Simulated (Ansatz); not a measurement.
`[SH][GeH2][SH]`. The species carries charge 0 and has multiplicity 1.

Cartesian coordinates in Å:
```
S -0.005 -1.157 -1.647
Ge -0.482 -0.275 0.335
S 1.300 0.390 1.485
H 0.243 0.029 -2.226
H -1.429 0.918 0.142
H -1.103 -1.410 1.154
H 1.475 1.505 0.758
```

Q: What are the harmonic wavenumbers in cm⁻¹ at PBE0-D4/def2-TZVP (Ansatz, finite differences of forces, unscaled)? (Best estimate.)

A: Computed: 78, 133, 188, 393, 416, 419, 601, 741, 773, 813, 841, 2155, 2192, 2716, 2716.

Q: Is this a minimum?

A: Yes, all 15 modes are real.

Q: Give the ideal-gas thermochemistry at 298.15 K and 1 bar (rigid rotor, harmonic oscillator; point group Cs, symmetry number 1).

A: Zero-point energy 90.8 kJ/mol; H(298) − E = 109.7 kJ/mol; entropy 337.7 J/(mol·K), of which translation 170.6, rotation 111.9, vibration 55.2; G(298) − E = 9.0 kJ/mol. Modes under 100 cm⁻¹ are hindered rotations or soft bends, so the harmonic entropy is rough.

Q: Rotational constants (cm⁻¹)?

A: 0.2707, 0.07149, 0.05915.
